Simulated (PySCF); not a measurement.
Gas-phase reaction: Sn(OH)₂ + 2 SnH₄ = 3 SnH₂ + 2 H₂O

Method: PySCF energies (xtb for GFN2) plus ideal-gas RRHO corrections (1 bar). † marks an energy on the PBE0/def2-TZVP geometry and frequencies; other levels use their own. CCSD(T) freezes the core. All species are closed-shell singlets. Sn: scalar-relativistic def2 core potential, no spin-orbit coupling. Sn(OH)₂, SnH₂: computed as isolated molecules; such fragments, hydroxides, amides, oligomers or adducts are transient or little studied in the gas. CCSD(T) isn't extrapolated to the basis-set limit; its ΔH°(298 K) is 294.2 kJ in def2-SVP and 321.0 kJ in def2-TZVPP. The harmonic model lacks anharmonicity and excited electronic states, which grow with temperature; levels with a mode under 35 cm⁻¹ are left out. Internal rotation in Sn(OH)₂ is treated as a harmonic vibration of one conformer, which makes the entropy rough.

| level | ΔE electronic, kJ | ΔH°(298 K), kJ | ΔS°(298 K), J/K | ΔG°(1000 K), kJ |
|---|---|---|---|---|
| CCSD(T)/def2-TZVPP† | 322 | 321 | 314 | 15 |
| GFN2-xTB | 102 | 92 | 307 | -207 |
| HF/def2-TZVP† | 276 | 274 | 314 | -32 |
| PBE/def2-SVP | 322 | 321 | 313 | 16 |
| PBE/def2-TZVP† | 318 | 317 | 314 | 11 |
| PBE0/def2-QZVP† | 315 | 313 | 314 | 7 |
| PBE0/def2-SVP† | 310 | 308 | 314 | 2 |
| r2SCAN/def2-TZVP† | 354 | 353 | 314 | 47 |
| ωB97M-V/def2-TZVP† | 331 | 330 | 314 | 23 |
| ωB97X-V/def2-TZVP† | 354 | 352 | 314 | 46 |
ΔH° is lowest at GFN2-xTB and highest at r2SCAN/def2-TZVP†. No reference value is set beside these.
